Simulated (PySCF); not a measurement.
PySCF input for Te(F)(iPr) (C3H7FTe), SMILES [Te](C(C)C)F, PBE0-D3(BJ)/def2-SVP. The structure is a stationary point at PBE0-D3(BJ)/def2-SVP. This is a generated structure with no PubChem entry under its InChIKey; it may be hypothetical. The def2 effective core potentials stand for the cores of Te; spin–orbit coupling is left out. One conformer was computed; it need not be the lowest.

```python
import numpy as np
from pyscf import gto, scf, dft, df
from pyscf.hessian import thermo

mol = gto.M(
    atom='''
    Te    0.54046622    0.08994705    0.53449736
    F     0.87777152    1.69613402   -0.52608686
    C    -1.30848414   -0.34134033   -0.52587398
    C    -1.79768244   -1.70789371   -0.07973850
    C    -1.07831144   -0.21947411   -2.01837401
    H    -2.00690528    0.43775868   -0.18439357
    H    -2.76221430   -1.93416697   -0.56384018
    H    -1.09169016   -2.50388441   -0.36663675
    H    -1.96050802   -1.76260031    1.00868409
    H    -0.62618757    0.75029871   -2.27043540
    H    -2.03946916   -0.30264678   -2.55440939
    H    -0.41034493   -1.01496309   -2.38413106
    ''',
    basis='def2-SVP',
    ecp={'Te': 'def2-svp'},
    charge=0,
    spin=0,
    max_memory=1600,
    verbose=3,
)
mf = dft.RKS(mol, xc='pbe0').density_fit(auxbasis='def2-universal-jkfit')
mf.disp = 'd3bj'
mf.grids.level = 3
mf.conv_tol = 1e-11
mf.max_cycle = 100
mf.kernel()

# analytic Hessian; the response equations are solved on a coarser grid
h, args, fine = mf.Hessian(), (mf.mo_energy, mf.mo_coeff, mf.mo_occ), mf.grids
h.max_memory = max(150, 2.5e-5 * df.make_auxmol(mol, mf.with_df.auxbasis).nao * mol.nelec[0] * (mol.nelec[0] + mol.nao))  # MB; small integral blocks
h1ao = h.make_h1(mf.mo_coeff, mf.mo_occ)
mf.grids = dft.Grids(mol).set(level=1).build(with_non0tab=True)
mo1, mo_e1 = h.solve_mo1(*args, h1ao)
mf.grids = fine
hess = h.hess_elec(*args, mo1, mo_e1, h1ao) + h.hess_nuc()
if mf.do_disp():
    hess += h.get_dispersion()
for i in range(mol.natm):  # the analytic DFT Hessian lacks the response of the grid: restore translational invariance
    hess[i, i] -= hess[i].sum(axis=0)
hess = (hess + hess.transpose(1, 0, 3, 2)) / 2
vib = thermo.harmonic_analysis(mol, hess, imaginary_freq=False)
thermo.dump_normal_mode(mol, vib)
th = thermo.thermo(mf, vib['freq_au'][vib['freq_au'] > 0], 298.15, 101325)
thermo.dump_thermo(mol, th)
g0 = mf.nuc_grad_method().set(verbose=0).kernel()

# dipole derivatives [dipole axis, atom, xyz] from the same response
r, irp = mol.intor('int1e_r'), mol.intor('int1e_irp').reshape(3, 3, mol.nao, mol.nao)
sl, dm0, ok = mol.aoslice_by_atom(), np.array(mf.make_rdm1()), []
dmu = np.einsum('a,xt->xat', mol.atom_charges(), np.eye(3))
for a, (_, _, p0, p1) in enumerate(sl):
    dmu[:, a] += 2 * np.einsum('xtij,ij->xt', irp[:, :, :, p0:p1], dm0.reshape(-1, mol.nao, mol.nao).sum(0)[:, p0:p1])
    for u, c, occ, f in [(mo1, mf.mo_coeff, mf.mo_occ, 4)]:
        dmu[:, a] -= f * np.einsum('tui,xuv,vi->xt', u[a], r, c[:, occ > 0], optimize=True)
L = vib['norm_mode']
ir = 974.8801 * (np.einsum('xat,kat->kx', dmu, L) ** 2).sum(1)       # km/mol
apt = np.einsum('xax->a', dmu) / 3
print('mode   freq/cm-1   IR/(km/mol)')
for k, w in enumerate(vib['freq_wavenumber']):
    print(f'{k + 1:4d} {w:11.2f} {ir[k]:13.3f}')
print('max |gradient| / (hartree/bohr):', abs(g0).max())
print('APT charges:', apt.round(4))
```

It prints:

```
converged SCF energy = -485.991198886163

WARN: DFTD3 does not support analytical Hessian, using finite difference


WARN: Mole.unit (angstrom) is changed to Bohr

Mode                                 0                   1                   2
Irrep
Freq [cm^-1]                       54.5818            136.1439            237.0130
Reduced mass [au]                   4.4891              6.3244              1.2514
Force const [Dyne/A]                0.0079              0.0691              0.0414
Char temp [K]                      78.5310            195.8807            341.0090
Normal mode                   x     y     z       x     y     z       x     y     z
       0  Te                -0.01  0.01  0.01   -0.02  0.00 -0.02    0.01  0.01  0.01
       1   F                 0.09 -0.08 -0.09    0.14  0.04  0.10    0.01  0.01  0.01
       2   C                -0.02 -0.01  0.02   -0.01 -0.00 -0.02    0.01 -0.03 -0.03
       3   C                 0.08 -0.07 -0.05    0.08 -0.01  0.06   -0.05 -0.01 -0.05
       4   C                -0.05  0.09  0.03   -0.06 -0.05 -0.03   -0.04 -0.05 -0.04
       5   H                -0.06 -0.08  0.08   -0.04 -0.02 -0.02    0.03 -0.01 -0.02
       6   H                 0.07 -0.09 -0.03    0.06 -0.08  0.12   -0.29  0.25  0.31
       7   H                 0.11 -0.01 -0.14    0.10  0.02  0.06   -0.31 -0.08 -0.47
       8   H                 0.12 -0.16 -0.05    0.13  0.03  0.07    0.37 -0.18  0.01
       9   H                -0.11  0.13  0.07   -0.12 -0.03 -0.08   -0.11 -0.03 -0.09
      10   H                -0.06  0.07  0.04   -0.07 -0.12  0.00   -0.06 -0.13 -0.00
      11   H                -0.01  0.15 -0.03   -0.02 -0.03 -0.01   -0.01 -0.02 -0.04
Mode                                 3                   4                   5
Irrep
Freq [cm^-1]                      241.2629            267.2526            278.4565
Reduced mass [au]                   2.3043              1.0859              2.7299
[...]
Reduced mass [au]                   1.1843              2.2600              1.9266
Force const [Dyne/A]                0.7278              1.7480              1.5619
Char temp [K]                    1469.4235           1648.4991           1687.7027
Normal mode                   x     y     z       x     y     z       x     y     z
       0  Te                -0.00  0.00 -0.00   -0.00  0.00 -0.00   -0.00 -0.00 -0.00
       1   F                 0.00 -0.00  0.00    0.00  0.00 -0.00   -0.00  0.00 -0.00
       2   C                 0.05 -0.05 -0.02   -0.04 -0.11  0.13    0.04  0.11  0.11
       3   C                -0.04  0.02 -0.03   -0.02  0.09 -0.03   -0.01 -0.05 -0.08
       4   C                -0.07  0.01  0.00    0.05  0.01 -0.08   -0.02 -0.08 -0.04
       5   H                 0.52  0.19  0.36   -0.13 -0.27  0.32   -0.12  0.02 -0.02
       6   H                -0.01 -0.26  0.04   -0.00 -0.04  0.01   -0.13 -0.15  0.21
       7   H                 0.14  0.17  0.01    0.14  0.24 -0.02   -0.01 -0.16  0.22
       8   H                 0.13  0.04  0.00    0.12  0.13 -0.01    0.10  0.24 -0.04
       9   H                 0.13 -0.05  0.13   -0.02  0.01 -0.21   -0.04  0.00  0.24
      10   H                 0.13 -0.03 -0.35   -0.00 -0.03  0.01    0.04  0.20 -0.19
      11   H                 0.09  0.01  0.28   -0.03 -0.01 -0.21    0.15  0.15 -0.23
Mode                                15                  16                  17
Irrep
Freq [cm^-1]                     1219.4753           1339.4069           1387.5878
Reduced mass [au]                   1.3960              1.3034              1.3962
Force const [Dyne/A]                1.2231              1.3777              1.5839
Char temp [K]                    1754.5534           1927.1083           1996.4299
Normal mode                   x     y     z       x     y     z       x     y     z
       0  Te                 0.00 -0.00  0.00    0.00  0.00  0.00   -0.00  0.00 -0.00
       1   F                -0.00  0.00 -0.00   -0.00 -0.00  0.00    0.00 -0.00  0.00
       2   C                 0.12 -0.01  0.01    0.03  0.07 -0.09   -0.02 -0.04  0.06
       3   C                -0.07  0.03  0.01   -0.03  0.04  0.02    0.04  0.06 -0.04
       4   C                -0.06  0.04  0.01    0.02 -0.05 -0.02    0.00  0.03 -0.11
       5   H                -0.44 -0.31 -0.42   -0.16 -0.38  0.54    0.07  0.16 -0.21
       6   H                 0.00 -0.19 -0.01    0.04 -0.24 -0.00   -0.04 -0.18  0.21
       7   H                 0.11  0.19 -0.02   -0.11 -0.04  0.00   -0.15 -0.18  0.14
       8   H                 0.12 -0.12  0.03   -0.01 -0.25  0.01   -0.14 -0.21 -0.07
       9   H                 0.13 -0.06 -0.00   -0.08  0.06  0.23    0.11  0.09  0.35
      10   H                 0.05 -0.05 -0.16   -0.11  0.11  0.22   -0.18 -0.16  0.27
      11   H                 0.03  0.00  0.25    0.09 -0.03  0.07    0.02 -0.14  0.31
Mode                                18                  19                  20
Irrep
Freq [cm^-1]                     1395.5576           1452.7416           1459.8653
Reduced mass [au]                   1.2510              1.0545              1.0439
Force const [Dyne/A]                1.4355              1.3112              1.3108
Char temp [K]                    2007.8967           2090.1718           2100.4212
Normal mode                   x     y     z       x     y     z       x     y     z
       0  Te                 0.00  0.00 -0.00   -0.00 -0.00  0.00    0.00  0.00 -0.00
       1   F                -0.00 -0.00  0.00    0.00  0.00 -0.00   -0.00 -0.00  0.00
       2   C                 0.00  0.02  0.00   -0.01 -0.03  0.02    0.01  0.01 -0.01
       3   C                -0.04 -0.09  0.02    0.01  0.02  0.02    0.03 -0.02  0.02
       4   C                 0.01 -0.00 -0.08   -0.02 -0.03 -0.01   -0.03  0.01  0.01
       5   H                -0.02 -0.01  0.03    0.04  0.07 -0.09   -0.03 -0.07  0.08
       6   H                -0.03  0.36 -0.18    0.11 -0.18 -0.09   -0.08 -0.15  0.27
       7   H                 0.29  0.26 -0.11   -0.18 -0.08 -0.20    0.02  0.15 -0.43
       8   H                 0.15  0.35  0.07   -0.02  0.14  0.01   -0.50  0.24 -0.05
       9   H                 0.03  0.08  0.29   -0.04 -0.10 -0.35    0.37 -0.16  0.06
      10   H                -0.19  0.01  0.28   -0.16  0.52  0.17   -0.05 -0.24  0.11
      11   H                 0.10 -0.08  0.28    0.44  0.22  0.28    0.10  0.20 -0.20
Mode                                21                  22                  23
Irrep
Freq [cm^-1]                     1468.1122           1479.0511           3041.6568
Reduced mass [au]                   1.0427              1.0468              1.0369
Force const [Dyne/A]                1.3242              1.3492              5.6523
Char temp [K]                    2112.2866           2128.0252           4376.2670
Normal mode                   x     y     z       x     y     z       x     y     z
       0  Te                -0.00  0.00 -0.00   -0.00 -0.00 -0.00    0.00 -0.00  0.00
       1   F                 0.00 -0.00  0.00    0.00  0.00 -0.00   -0.00 -0.00 -0.00
       2   C                -0.00  0.02  0.03    0.03 -0.00  0.02    0.00  0.00 -0.00
       3   C                -0.01  0.01  0.04    0.02 -0.01  0.01   -0.02 -0.04  0.01
       4   C                 0.00  0.02 -0.01    0.04 -0.01 -0.01    0.00  0.00  0.01
       5   H                -0.01  0.04 -0.03   -0.02 -0.02 -0.05   -0.00 -0.00  0.00
       6   H                 0.29 -0.31 -0.43   -0.02 -0.16  0.15    0.50  0.10  0.26
       7   H                -0.37 -0.21 -0.28   -0.03  0.08 -0.34   -0.35  0.38  0.14
       8   H                 0.30  0.30  0.08   -0.32  0.21 -0.03    0.08  0.02 -0.53
       9   H                 0.10  0.02  0.18   -0.50  0.26  0.05    0.05  0.10 -0.02
      10   H                 0.03 -0.25 -0.02    0.12  0.19 -0.22   -0.17 -0.01 -0.09
      11   H                -0.14 -0.05 -0.12   -0.26 -0.34  0.19    0.09 -0.10 -0.04
Mode                                24                  25                  26
Irrep
Freq [cm^-1]                     3042.9231           3107.9972           3132.0294
Reduced mass [au]                   1.0388              1.0883              1.1029
Force const [Dyne/A]                5.6670              6.1936              6.3742
Char temp [K]                    4378.0889           4471.7159           4506.2930
Normal mode                   x     y     z       x     y     z       x     y     z
       0  Te                -0.00 -0.00 -0.00    0.00 -0.00 -0.00   -0.00 -0.00 -0.00
       1   F                -0.00  0.00 -0.00   -0.00 -0.00  0.00   -0.00  0.00 -0.00
       2   C                 0.00  0.00 -0.00   -0.05  0.05  0.02    0.01 -0.01 -0.00
       3   C                 0.01  0.01 -0.00    0.02 -0.01 -0.01    0.06 -0.01  0.06
       4   C                 0.01  0.00  0.05    0.02 -0.01 -0.00   -0.01  0.00 -0.00
       5   H                 0.00 -0.00  0.00    0.56 -0.63 -0.29   -0.06  0.07  0.03
       6   H                -0.14 -0.03 -0.07   -0.10 -0.03 -0.06   -0.65 -0.15 -0.32
       7   H                 0.10 -0.11 -0.04   -0.13  0.14  0.05   -0.17  0.20  0.08
       8   H                -0.02 -0.01  0.15   -0.00 -0.00  0.07    0.09  0.02 -0.51
       9   H                 0.17  0.36 -0.09    0.01  0.00  0.00    0.00  0.01 -0.00
      10   H                -0.60 -0.05 -0.33   -0.12 -0.01 -0.06    0.04  0.01  0.02
      11   H                 0.31 -0.36 -0.16   -0.12  0.14  0.06    0.04 -0.05 -0.02
Mode                                27                  28                  29
Irrep
Freq [cm^-1]                     3135.6356           3143.3245           3168.1422
Reduced mass [au]                   1.1017              1.1033              1.1039
Force const [Dyne/A]                6.3823              6.4227              6.5281
Char temp [K]                    4511.4815           4522.5440           4558.2513
Normal mode                   x     y     z       x     y     z       x     y     z
       0  Te                -0.00  0.00 -0.00   -0.00  0.00 -0.00    0.00  0.00 -0.00
       1   F                 0.00 -0.00  0.00    0.00  0.00  0.00    0.00  0.00  0.00
       2   C                 0.01 -0.01 -0.00    0.01 -0.02 -0.01   -0.01  0.01  0.00
       3   C                -0.01  0.01  0.02    0.05 -0.04 -0.06   -0.00  0.00 -0.00
       4   C                 0.08 -0.01  0.00    0.02  0.00  0.00    0.01  0.09  0.00
       5   H                -0.11  0.12  0.05   -0.16  0.19  0.08    0.06 -0.07 -0.03
       6   H                -0.01 -0.00  0.00   -0.10 -0.03 -0.06    0.01  0.00  0.01
       7   H                 0.13 -0.14 -0.05   -0.44  0.49  0.17    0.01 -0.01 -0.00
       8   H                 0.03  0.01 -0.20   -0.08 -0.03  0.55   -0.00 -0.00  0.00
       9   H                -0.10 -0.25  0.06   -0.04 -0.09  0.02   -0.33 -0.71  0.18
      10   H                -0.52 -0.05 -0.29   -0.13 -0.01 -0.07   -0.11  0.00 -0.06
      11   H                -0.36  0.44  0.20   -0.08  0.10  0.05    0.29 -0.34 -0.15
temperature 298.1500 [K]
pressure 101325.00 [Pa]
Rotational constants [GHz] 4.16223 2.01050 1.43835
Symmetry number 1
Zero-point energy (ZPE) 0.09533 [Eh]   250276.857 [J/mol]
                           tot       elec      trans        rot        vib
Entropy [J/mol/K]       361.267      0.000    174.165    115.819     71.283
Cv [J/mol/K]             98.959      0.000     12.472     12.472     74.015
Cp [J/mol/K]            107.273      0.000     20.786     12.472     74.015
Internal energy [J/mol]                      3718.434   3718.434 261761.113
Internal energy [Eh]   -485.88867  -485.99120
Enthalpy [J/mol]                             6197.391   3718.434 261761.113
Enthalpy [Eh]          -485.88772
Gibbs free energy [J/mol]                  -45729.768 -30813.082 240507.946
Gibbs free energy [Eh] -485.92875
mode   freq/cm-1   IR/(km/mol)
   1       54.58         1.617
   2      136.14         4.828
   3      237.01         0.063
   4      241.26         0.552
   5      267.25         0.102
   6      278.46         1.291
   7      388.93         0.857
   8      515.74         1.541
   9      612.38        47.804
  10      900.61         0.944
  11      931.19         2.332
  12      965.88         0.351
  13     1021.30         4.262
  14     1145.76         0.117
  15     1173.01        27.559
  16     1219.48        46.004
  17     1339.41         0.186
  18     1387.59        11.885
  19     1395.56         4.473
  20     1452.74         5.670
  21     1459.87         0.432
  22     1468.11        10.598
  23     1479.05         9.988
  24     3041.66        15.908
  25     3042.92        25.264
  26     3108.00         0.287
  27     3132.03         8.088
  28     3135.64         7.785
  29     3143.32        14.927
  30     3168.14         3.614
max |gradient| / (hartree/bohr): 8.08666667923641e-05
APT charges: [ 0.4308 -0.5004  0.1587 -0.0249 -0.0679 -0.0606 -0.0017  0.0141  0.0091
  0.0411 -0.0142  0.0158]
```

Self-consistency was reached.

Cost: about 3 core-minutes (a rough figure).
